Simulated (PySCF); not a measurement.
# One molecule, several mistakes: CFH6NSi

Calculated results; nothing here was measured. The program is PySCF 2.14.0, an open-source quantum chemistry code, run on an isolated molecule that a program drew, which may never have been made. The molecule is CFH6NSi (charge 0, singlet), drawn as the SMILES string `C[SiH](N)F`.

Each row is a Hartree-Fock (HF) and frozen-core CCSD(T) single point in the cc-pV(D+d)Z basis, meant for a local HF minimum. Run 1 is clean. Each other run has one planted mistake out of seven kinds, and not every kind appears here: one electron removed, one electron added, multiplicity raised by two, geometry at a saddle point, minimal basis STO-3G, one bond length entered in bohr, all coordinates scaled. The reference is restricted for singlets and unrestricted otherwise, and also for a bond in bohr. Adding or removing an electron swaps singlet and doublet. Electrons count all cores. HOMO and LUMO are orbital energies over both spins, the gradient is its largest component, and the lowest frequency (negative if imaginary) is given only where the gradient is small. Bond lengths are over the 9 bonds as drawn. T1 is the CCSD diagnostic: over 0.02 (restricted) or 0.045 (unrestricted) a single reference is doubtful.

Geometry of the clean run:
```xyz
10
CFH6NSi, angstrom
C    -1.1747   -0.3494   -0.2026
Si    0.2780   -0.3634    0.9559
N     1.0017    1.1760    1.0340
F     1.2982   -1.5021    0.4031
H    -1.9616    0.3116    0.1692
H    -0.8784   -0.0016   -1.1967
H    -1.5899   -1.3545   -0.3116
H    -0.0575   -0.7804    2.3275
H     1.2072    1.6796    0.1911
H     1.7016    1.3620    1.7281
```

| run | electrons | basis functions | <S^2> | HOMO (eV) | LUMO (eV) | gradient (hartree/bohr) | lowest frequency (cm^-1) | mean bond (Å) | longest bond (Å) | T1 | HF (hartree) | CCSD(T) (hartree) | mistake |
|---|---|---|---|---|---|---|---|---|---|---|---|---|---|
| 1 | 42 | 95 | 0.000 | -11.59 | 4.72 | 2.7e-05 | 148 | 1.3272 | 1.858 | 0.0104 | -484.30518 | -484.96347 | no fault |
| 2 | 42 | 30 | 0.000 | -8.61 | 13.66 | 2.5e-02 | - | 1.3272 | 1.858 | 0.0078 | -478.33239 | -478.52372 | minimal basis STO-3G |
| 3 | 41 | 95 | 0.758 | -17.73 | -7.13 | 1.3e-01 | - | 1.3272 | 1.858 | 0.0146 | -483.96975 | -484.58912 | ? |
| 4 | 42 | 95 | 0.000 | -11.36 | 4.32 | 4.0e-02 | - | 1.4069 | 1.970 | 0.0117 | -484.27363 | -484.94414 | ? |

**Which mistake was planted in run 3, and what did it cost?**

It counts 41 electrons, one fewer than the clean run, at the same geometry and basis. So the mistake is: one electron removed. Subtracting run 1 and multiplying by 627.51 kcal/mol a hartree, the energy moved by 210.5 kcal/mol in HF and 234.9 kcal/mol in CCSD(T).

**Which mistake was planted in run 4, and what did it cost?**

The mean and the longest bond both change by the same factor, 1.060, and the gradient is no longer small. So the mistake is: all coordinates scaled. Subtracting run 1 and multiplying by 627.51 kcal/mol a hartree, the energy moved by 19.8 kcal/mol in HF and 12.1 kcal/mol in CCSD(T).

